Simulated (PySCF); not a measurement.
**TaH⁺: energy against distance**

Set-up: Ta def2-TZVPPD with ECP60, H def2-TZVPPD; scalar-relativistic core potentials (PySCF 2.14). Energies in eV from Ta⁺ (5d3 6s1) + H in their ground configurations at the same level. State: quartet, unpaired electrons σ ↑, π ↑, δ ↑.

| R (Å) | UHF-CCSD(T) | UHF-CCSD |
| --- | --- | --- |
| 1.559 | -2.396 | -2.322 |
| 1.628 | -2.574 | -2.499 |
| 1.680 | -2.640 | -2.565 |
| 1.732 | -2.662 | -2.585 |
| 1.784 | -2.645 | -2.568 |
| 1.853 | -2.577 | -2.497 |
| 1.940 | -2.434 | -2.352 |
| 2.044 | -2.207 | -2.120 |

Problem. Put a parabola through the three lowest points of the UHF-CCSD(T) curve and estimate Re, k and ωe (reduced mass 1.002 u; 1 eV/Å² = 0.16022 mdyn/Å; ωe = 1302.8·√(k/μ) cm⁻¹).

Solution. Through R = 1.68, 1.732, 1.784 Å the second-order coefficient is 7.21 eV/Å², so Re ≈ 1.735 Å, k ≈ 2.31 mdyn/Å and ωe ≈ 1978 cm⁻¹. A polynomial fit of higher order to the unrounded UHF-CCSD(T) energies gives Re = 1.733 Å, k = 2.21 mdyn/Å, ωe = 1935 cm⁻¹; anharmonicity and rounding make the difference.

The higher-order fit for each curve: UHF-CCSD(T): Re = 1.733 Å, ωe = 1935 cm⁻¹, De = 2.66 eV; UHF-CCSD: Re = 1.732 Å, ωe = 1947 cm⁻¹, De = 2.59 eV.

Correlated steps freeze no core orbitals. These are scalar-relativistic numbers at best; spin–orbit coupling would shift them, the dissociation energy most. For an ion De counts to the pair picked by the measured ionisation energies or electron affinities, which need not be the lowest pair at this level. With d or f electrons several states lie close, and the lowest PBE0 determinant need not be the measured ground state.
